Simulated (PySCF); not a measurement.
ClH₂NTe, SMILES N[Te]Cl. Atoms are numbered in the order given.

```xyz
5

Te     0.3631    -0.3847     0.0000
Cl    -0.3295     1.8926     0.0000
N     -1.3517    -1.3770     0.0000
H     -1.9104    -1.2655    -0.8357
H     -1.9104    -1.2655     0.8357
```
Charge 0, spin multiplicity 1.

Geometry: r2SCAN-D4/def2-TZVP. The def2 effective core potentials stand for the cores of Te; spin–orbit coupling is left out. The values are those of a single conformer.

Calculation: TDA-PBE0/def2-SVPD run with PySCF.

Vertical excitations. Isolated molecule, no solvent. State labels are in the subgroup Cs.

Estimate the UV-visible absorptions. (Estimate from the structure and the level; the computed values follow.)


```tsv
state	symmetry	energy (eV)	λ (nm)	f	main pairs
S1	A"	2.82	439	0.000	HOMO→LUMO 99 %
S2	A"	4.00	310	0.003	HOMO→LUMO+1 98 %
S3	A'	5.18	239	0.020	HOMO−1→LUMO 72 %, HOMO−2→LUMO 24 %
S4	A"	5.62	221	0.063	HOMO→LUMO+2 97 %
S5	A"	5.70	218	0.005	HOMO−3→LUMO 97 %
S6	A'	5.77	215	0.013	HOMO−1→LUMO+1 46 %, HOMO−2→LUMO 42 %, HOMO−1→LUMO 8 %
S7	A'	6.12	202	0.089	HOMO−1→LUMO+1 38 %, HOMO−2→LUMO+1 25 %, HOMO−2→LUMO 19 %, HOMO−1→LUMO 10 %
S8	A"	6.35	195	0.043	HOMO→LUMO+3 97 %
S9	A'	6.40	194	0.057	HOMO→LUMO+4 97 %
S10	A"	6.66	186	0.004	HOMO→LUMO+5 97 %
T1	A"	2.06	601	0	HOMO→LUMO 99 %
T2	A"	3.24	383	0	HOMO→LUMO+1 96 %
T3	A'	4.37	283	0	HOMO−1→LUMO 96 %
T4	A'	4.78	260	0	HOMO−2→LUMO 96 %
```
Triplets are in the Tamm–Dancoff approximation.
